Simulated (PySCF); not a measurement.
**Correlation energy of As(3+) (arsenic, charge +3)**

[Ar] 3d10 4s2, closed-shell 1S. Computed with PySCF 2.14 in x2c-TZVPall, with scalar relativity by spin-free X2C-1e. Frozen: [Ar] 3d10; 2 electrons correlated.

Total MP2 correlation energy: -29.37 mhartree.

Same-spin part 0.00 and opposite-spin part -29.37 mhartree; SCS-MP2 scales them by 1/3 and 6/5 to -35.25 mhartree.

With two correlated electrons CCSD is exact within the correlated space (frozen core and kept virtual orbitals).

| level | correlation energy (mhartree) |
| --- | --- |
| CCSD | -39.91 |

Diagnostics: T1 = 0.0024, D1 = 0.0034, largest double amplitude 0.098.

Cost of the coupled-cluster step: 0.11 s of wall time on 1 thread of Neoverse-V2 (shared host), for 2 correlated electrons.
